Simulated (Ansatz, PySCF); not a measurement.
H2BO, SMILES `B[O+]` (excited triplet) (charge 1, multiplicity 3). This triplet is an excited state, 2.14 eV above the relaxed singlet at the level B3LYP-D3(BJ)/def2-TZVP (PySCF).

Cartesian coordinates (Å):
SMILES: B[O+]
```xyz
4

B     -0.0131     0.0004     0.0000
O      1.3675    -0.0471     0.0022
H     -0.7129    -1.0122    -0.0022
H     -0.6416     1.0588     0.0000
```
Charge +1, spin multiplicity 3.

Frozen-core energies in cc-pVDZ from Ansatz (a quantum-chemistry and plane-wave program) at a geometry from B3LYP-D3(BJ)/def2-TZVP; the HF reference has <S^2> = 2.03 and the T1 diagnostic is 0.053.

| level | energy (Ha) | difference from CCSDT(Q) (mHa) |
|---|---|---|
| HF | -100.27746 | 233.49 |
| MP2 | -100.46360 | 47.35 |
| CCSD | -100.50442 | 6.54 |
| CCSD(T) | -100.50941 | 1.55 |
| CCSDT | -100.51051 | 0.44 |
| CCSDT(Q) | -100.51095 | 0.00 |
